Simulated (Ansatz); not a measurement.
System: C$_{3}$H$_{9}$AlO$_{3}$ (charge 0, singlet). SMILES: C[O][Al]([O]C)[O]C
Coordinates optimised at B3LYP-D3(BJ)/def2-TZVP (Ansatz, a first-principles code):
```
Al
O 1 1.6817
C 2 1.4089 1 134.28
H 3 1.0937 2 109.84 1 -120.62
H 3 1.0937 4 108.10 2 119.83
H 3 1.0946 4 108.34 5 117.20
O 1 1.6817 2 120.00 3 -180.00
C 7 1.4089 1 134.28 2 0.00
H 8 1.0937 7 109.84 1 120.62
H 8 1.0937 9 108.10 7 -119.83
H 8 1.0946 9 108.34 10 -117.20
O 1 1.6817 2 120.00 3 0.00
C 12 1.4089 1 134.28 2 180.00
H 13 1.0937 12 109.84 1 120.62
H 13 1.0937 14 108.10 12 -119.83
H 13 1.0946 14 108.34 15 -117.20
```

Quantity: atomisation energy (electronic, to ground-state atoms), in kcal/mol. Cores are frozen in the correlated levels unless marked. UHF or UKS for open shells. No spin-orbit coupling. No relativistic terms. The coupled-cluster limit lacks core correlation, which all-electron functionals hold. Basis-set limits of correlation are two-point, X^-3; Hartree-Fock from the larger set.

| level | program | atomisation energy (kcal/mol) |
|---|---|---|
| PBE-D3(BJ)/def2-TZVPD | Ansatz + dftd3 | 1528.4 |
| B97M-V/def2-TZVPD | Ansatz | 1502.1 |
| PBE0/def2-TZVPD | Ansatz | 1493.5 |
| BHLYP-D4/def2-TZVPD | Ansatz + dftd4 | 1456.7 |
| HSE06-D4/def2-TZVPD | Ansatz + dftd4 | 1500.4 |
| wB97X-V/def2-TZVPD | Ansatz | 1506.4 |
| B2PLYP-D3(BJ)/def2-TZVPD | Ansatz + dftd3 | 1493.1 |

Problem. Estimate the value at CCSD(T)/CBS(cc-pV(T+d)Z,cc-pV(Q+d)Z) as computed with Ansatz.

Solution. 1509.3 kcal/mol
